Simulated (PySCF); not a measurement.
# Dipole moment and polarisability of `CO[Si@H](C)N`

C₂H₉NOSi.
Structure used (GFN2-xTB), in Å, numbered top down from 1:
```xyz
14
C2H9NOSi angstrom
C      2.223   -0.282    0.498
O      1.038    0.445    0.573
Si    -0.390    0.104   -0.124
C     -1.584    1.393    0.558
N     -0.938   -1.459    0.377
H      3.003    0.288    1.006
H      2.520   -0.447   -0.542
H      2.115   -1.254    0.987
H     -0.239    0.210   -1.589
H     -1.740    1.270    1.624
H     -1.217    2.398    0.389
H     -2.547    1.307    0.068
H     -0.347   -2.260    0.220
H     -1.898   -1.712    0.214
```

Level: wB97X-D/def2-SVPD (PySCF), static field, nuclei fixed, core orbitals frozen in the response. The polarisability tensor in these axes (au):

```
x   67.34 -3.21 -0.54
y   -3.21 62.54  0.32
z   -0.54  0.32 57.64
```

What are the eigenvalues, a third of the trace, and Δα (Δα² = ½Σ(αi − αj)² over the three pairs)?

Principal values 57.61, 60.93 and 68.98 au; mean 62.51 au = 9.26 Å³ = 10.31 × 10⁻⁴⁰ C²·m²/J; Δα = 10.13 au (16 % of the mean).

What is the dipole moment, and where does it point?

(-0.04, -1.43, -0.69) D, 1.59 D in size, pointing from the negative to the positive side. Measured along this direction, the outermost atoms are H11 at the negative end and H13 at the positive end.

Molar refractivity from α?

Lorentz–Lorenz: R = (4π/3)N_A α = 2.5225 cm³/(mol·Å³) × 9.26 Å³ = 23.4 cm³/mol, in the limit of long wavelengths.

What are the principal values of the traceless quadrupole moment, Θ = ½Σq(3rr − r²1), about the centre of nuclear charge?

-6.82, 1.58, 5.25 D·Å. The values depend on the origin, since the dipole doesn't vanish. The electronic extent ⟨r²⟩ about the same centre is 638 bohr², a root-mean-square distance of 1.89 Å for the 50 electrons.

Along which axes do the principal values lie, and how far do the nuclei extend along each?

Largest value along (0.89, -0.45, -0.06), where the nuclei span 5.36 Å; middle along (0.45, 0.89, 0.01), 4.00 Å; least along (0.04, -0.04, 1.00), 3.10 Å. The response follows the extents in order.

The structure is a single GFN2-xTB conformer in the gas phase; no vibrational or solvent corrections.

The run behind these numbers computed excited states as well. The run took 67 s wall, 56 s CPU on one thread of an Intel Xeon at 2.50 GHz, no GPU (shared host), and the process peaked at 0.74 GiB of memory.
